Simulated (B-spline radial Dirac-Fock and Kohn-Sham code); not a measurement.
# Rh¹²⁺: eigenvalues, ΔSCF and the reference

System: rhodium as Rh¹²⁺ in the configuration 1s2 2s2 2p6 3s2 3p6 3d10 4s2 4p3.

The density-functional columns are spherical, spin-unpolarised Dirac-Kohn-Sham results without Breit or QED terms: −ε is minus the orbital energy of the initial state and ΔSCF the difference of two total energies. The reference in the last column comes from Dirac-Fock ΔSCF + Breit + QED. All numbers are from a B-spline atomic structure program, in eV; a selection of levels is shown. For the 1s level of heavy atoms much of the gap between ΔSCF and the reference is the Breit and QED part, -68.1 eV here; for other levels the error of the functional can be larger.

```
level   LDA −ε  LDA ΔSCF  Dirac-Fock
    K  23256.1   23562.0     23501.2
   L1   3592.3    3653.2      3697.4
   L3   3203.3    3273.6      3284.4
   M1    844.6     870.2       898.8
   M3    723.6     749.2       766.6
   M4    553.9     581.1       580.4
   M5    548.9     575.9       575.6
   N1    304.4     317.0       316.2
 N2,3    267.9     279.9       278.0
```

Values without a named source are computed, but for edge energies of neutral atoms, which are taken from tables.
